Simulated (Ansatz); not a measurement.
Relaxation of ClH5O4W (11 atoms, charge 0, multiplicity 1), to a largest force component of 0.03 eV/Å in at most 50 steps.

Computed with RKS BHLYP-D4/def2-SVP (Ansatz 0.2.0).

```xyz
11
Properties=species:S:1:pos:R:3
W 0.021 -0.333 0.048
H 0.058 0.369 1.594
O 1.830 -0.554 0.619
H 2.319 0.136 1.067
Cl 0.541 2.102 -0.032
O -1.792 -0.085 0.293
H -2.366 0.285 0.962
O -0.090 -2.190 0.205
H 0.627 -2.806 0.352
O 0.163 0.036 -1.775
H 0.339 0.927 -2.096
```

Problem. Where does it end, and by what steps?

Solution. The run converged. After 7 steps the energy has fallen by 0.044 eV; H4 moved furthest, 0.18 Å.

| step | energy less start (eV) | largest force component (eV/Å) | accepted |
| --- | --- | --- | --- |
| 0 | 0.0000 | 0.865 | yes |
| 1 | 0.0215 | 0.623 | no |
| 2 | -0.0376 | 0.232 | yes |
| 3 | -0.0399 | 0.113 | yes |
| 4 | -0.0418 | 0.097 | yes |
| 5 | -0.0429 | 0.118 | yes |
| 6 | -0.0438 | 0.054 | yes |
| 7 | -0.0443 | 0.019 | yes |

```xyz
11
Properties=species:S:1:pos:R:3
W 0.034 -0.318 0.070
H -0.048 0.376 1.591
O 1.826 -0.593 0.597
H 2.401 0.100 0.917
Cl 0.639 2.093 0.033
O -1.795 -0.085 0.241
H -2.422 0.200 0.901
O -0.097 -2.173 0.275
H 0.646 -2.755 0.438
O 0.157 0.074 -1.752
H 0.308 0.969 -2.072
```

Whether the end is a true minimum wasn't checked by a vibrational analysis.

The run took 29 s on 4 threads of Arm Neoverse V1 (shared host), peak memory 0.35 GiB.
